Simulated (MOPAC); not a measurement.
A run for MOPAC: AM1 on C3H2O2 (a complex), monomers drawn apart or pushed together.

```
AM1 1SCF PRECISE CHARGE=0 THREADS=1
C3H2O2

C     -0.62497914 1    -0.19020078 1    -0.08033622 1
C      0.52170081 1     0.15034044 1    -0.12776800 1
H     -1.64276697 1    -0.49245405 1    -0.03192352 1
H      1.53995539 1     0.45277631 1    -0.16360268 1
O      1.19710758 1     0.36530243 1     3.58408035 1
C      0.08643553 1     0.03426727 1     3.62069105 1
O     -1.02355250 1    -0.29649976 1     3.67550294 1
```

It printed:

```
*******************************************************************************
 **                                                                           **
 **                              MOPAC v23.2.5                                **
 **                                                                           **
 *******************************************************************************
 ** MOPAC's Digital Object Identifier: https://doi.org/10.5281/zenodo.6511958 **
 **                                                                           **
 ** Please cite the open-source release paper for use of this MOPAC version:  **
 ** J. E. Moussa and J. J. P. Stewart (2026)                                  **
 ** MOPAC: An open-source semiempirical molecular orbital program             **
 ** J. Open Source Softw., 11(119), 8025, https://doi.org/10.21105/joss.08025 **
 *******************************************************************************

                              AM1 CALCULATION RESULTS

 *******************************************************************************
 *  AM1        - The AM1 Hamiltonian to be used
 *
 *
 *
 *                 CHARGE ON SYSTEM = 0
 *
 *
 *
 *  PRECISE    - TIGHTER CRITERIA TO BE USED
 *  1SCF       - DO 1 SCF AND THEN STOP
 *  THREADS=1  - MULTI-THREADING NOT USED
 *  T=         - A TIME OF 172800.0 SECONDS REQUESTED
 *  DUMP=N     - RESTART FILE WRITTEN EVERY 7200.0 SECONDS REQUESTED
 *******************************************************************************
AM1 1SCF PRECISE CHARGE=0 THREADS=1
 C3H2O2

   ATOM   CHEMICAL          X               Y               Z
  NUMBER   SYMBOL      (ANGSTROMS)     (ANGSTROMS)     (ANGSTROMS)

     1       C         -0.62497914  *  -0.19020078  *  -0.08033622  *
     2       C          0.52170081  *   0.15034044  *  -0.12776800  *
     3       H         -1.64276697  *  -0.49245405  *  -0.03192352  *
     4       H          1.53995539  *   0.45277631  *  -0.16360268  *
     5       O          1.19710758  *   0.36530243  *   3.58408035  *
     6       C          0.08643553  *   0.03426727  *   3.62069105  *
     7       O         -1.02355250  *  -0.29649976  *   3.67550294  *



          CARTESIAN COORDINATES

    NO.       ATOM           X           Y           Z

     1         C         -0.6250     -0.1902     -0.0803
     2         C          0.5217      0.1503     -0.1278
     3         H         -1.6428     -0.4925     -0.0319
     4         H          1.5400      0.4528     -0.1636
     5         O          1.1971      0.3653      3.5841
     6         C          0.0864      0.0343      3.6207
     7         O         -1.0236     -0.2965      3.6755

  H: (AM1): M.J.S. DEWAR ET AL, J. AM. CHEM. SOC. 107 3902-3909 (1985)
  C: (AM1): M.J.S. DEWAR ET AL, J. AM. CHEM. SOC. 107 3902-3909 (1985)
  O: (AM1): M.J.S. DEWAR ET AL, J. AM. CHEM. SOC. 107 3902-3909 (1985)

           Empirical Formula: C3 H2 O2  =     7 atoms



      MOLECULAR POINT GROUP   :   C2v


      RHF CALCULATION, NO. OF DOUBLY OCCUPIED LEVELS = 13


 -------------------------------------------------------------------------------
 AM1 1SCF PRECISE CHARGE=0 THREADS=1
 C3H2O2



     1SCF WAS SPECIFIED, SO BFGS WAS NOT USED
     SCF FIELD WAS ACHIEVED


                              AM1 CALCULATION
                                                       MOPAC v23.2.5 Linux




          FINAL HEAT OF FORMATION =        -22.29625 KCAL/MOL =     -93.28750 KJ/MOL


          COSMO AREA              =        119.31 SQUARE ANGSTROMS
          COSMO VOLUME            =        101.60 CUBIC ANGSTROMS

          IONIZATION POTENTIAL    =         11.597220 EV
          HOMO LUMO ENERGIES (EV) =        -11.597  1.213
          NO. OF FILLED LEVELS    =         13
          MOLECULAR WEIGHT        =         70.0476         POINT GROUP:  C2v

          MOLECULAR DIMENSIONS (Angstroms)

            Atom       Atom       Distance
            O     5    H     3     4.67719
            O     7    H     4     4.49980
            O     5    O     7     0.00129


          SCF CALCULATIONS        =          1





   ATOM   CHEMICAL          X               Y               Z
  NUMBER   SYMBOL      (ANGSTROMS)     (ANGSTROMS)     (ANGSTROMS)

     1       C         -0.62497914  *  -0.19020078  *  -0.08033622  *
     2       C          0.52170081  *   0.15034044  *  -0.12776800  *
     3       H         -1.64276697  *  -0.49245405  *  -0.03192352  *
     4       H          1.53995539  *   0.45277631  *  -0.16360268  *
     5       O          1.19710758  *   0.36530243  *   3.58408035  *
     6       C          0.08643553  *   0.03426727  *   3.62069105  *
     7       O         -1.02355250  *  -0.29649976  *   3.67550294  *

                             CARTESIAN COORDINATES

   1    C       -0.624979140    -0.190200780    -0.080336220
   2    C        0.521700810     0.150340440    -0.127768000
   3    H       -1.642766970    -0.492454050    -0.031923520
   4    H        1.539955390     0.452776310    -0.163602680
   5    O        1.197107580     0.365302430     3.584080350
   6    C        0.086435530     0.034267270     3.620691050
   7    O       -1.023552500    -0.296499760     3.675502940


           Empirical Formula: C3 H2 O2  =     7 atoms



      MOLECULAR POINT GROUP   :   C2v


                  EIGENVALUES
 -41.99054 -40.47617 -33.11259 -22.61431 -20.71444 -18.75364 -18.74935 -17.98012
 -15.52688 -13.25306 -13.25130 -11.61048 -11.59722   1.21303   1.21887   1.92009
   1.93490   2.42918   3.49856   5.03544   6.62086   6.68485


              NET ATOMIC CHARGES AND DIPOLE CONTRIBUTIONS

  ATOM NO.   TYPE          CHARGE      No. of ELECS.   s-Pop       p-Pop
    1          C          -0.221559        4.2216     1.26223     2.95933
    2          C          -0.221573        4.2216     1.26223     2.95934
    3          H           0.221620        0.7784     0.77838
    4          H           0.221618        0.7784     0.77838
    5          O          -0.206669        6.2067     1.90065     4.30602
    6          C           0.413215        3.5868     1.22154     2.36524
    7          O          -0.206653        6.2067     1.90065     4.30601
 DIPOLE           X         Y         Z       TOTAL
 POINT-CHG.    -0.000    -0.000    -0.007     0.007
 HYBRID        -0.001    -0.000    -0.022     0.022
 SUM           -0.001    -0.000    -0.029     0.029


          ATOMIC ORBITAL ELECTRON POPULATIONS

     Atom    s        px        py        pz
    1  C   1.26223   0.96269   0.99671   0.99994
    2  C   1.26223   0.96278   0.99672   0.99985
    3  H   0.77838
    4  H   0.77838
    5  O   1.90065   1.10103   1.57919   1.62580
    6  C   1.22154   0.85909   0.75821   0.74794
    7  O   1.90065   1.10216   1.57932   1.62453

 **********************
 *                    *
 * JOB ENDED NORMALLY *
 *                    *
 **********************




 == MOPAC DONE ==
```

The run finished.

Cost: about 0.03 core-seconds (a rough figure).
